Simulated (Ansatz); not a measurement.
`NCBCl` + HCl → `ClBCl` + CH₃NH₂ at 500 K and 1 bar (ligand exchange at a B–C bond).

Isolated molecules relaxed with PBE0-D4/def2-TZVP in Ansatz; ΔE leaves out vibrations. CCSD(T)/CBS adds triple-zeta CCSD(T) − MP2 to the extrapolated MP2 energy (def2 sets, frozen cores). This one scheme is used for every species. Each species was taken in one conformer, which may not be the lowest.

| species | CCSD(T)/CBS energy (Eh) | H − E (kJ/mol) | S (J/(mol·K)) |
| --- | --- | --- | --- |
| `NCBCl` | -580.36274 | 215.0 | 356.6 |
| HCl | -460.38127 | 32.5 | 201.9 |
| `ClBCl` | -945.02167 | 62.1 | 296.7 |
| CH₃NH₂ | -95.75281 | 191.8 | 270.3 |

H − E and S are ideal-gas, rigid-rotor, harmonic terms from PBE0-D4/def2-TZVP, for one conformer and one mirror image of each species. 1 Eh = 2625.50 kJ/mol, R = 8.31446 J/(mol·K).

Q: By hand: ΔE, ΔH, ΔS and ΔG.

A: ΔE = (-945.02167) + (-95.75281) − (-580.36274) − (-460.38127) = -0.03047 Eh = -80.0 kJ/mol. Δ(H − E) = 62.1 + 191.8 − 215.0 − 32.5 = 6.4, so ΔH = -73.6 kJ/mol. ΔS = 296.7 + 270.3 − 356.6 − 201.9 = 8.5 J/(mol·K). ΔG = -73.6 − 500 × (8.5)/1000 = -77.8 kJ/mol.

Q: By hand: the equilibrium constant, and the temperature at which ΔG would vanish if ΔH and ΔS stayed fixed.

A: log₁₀ K = −ΔG/(RT ln 10) = 8.1. ΔH and −TΔS have one sign here, so there is no such temperature.

The number of gas molecules stays the same, so ΔS is small and ΔH decides. A doubt of 5 kJ/mol in ΔE shifts log₁₀ K by 0.5 here. Other conformers and mirror images would add mixing entropy, several J/(mol·K) or more a flexible species. These are equilibria of isolated gas molecules and say nothing of rates. Largest T1 diagnostic: 0.012 (customary marks: 0.02 for closed shells, 0.045 for open ones).

ΔS is within the doubt of such terms, so its sign, and with it that verdict, could turn.
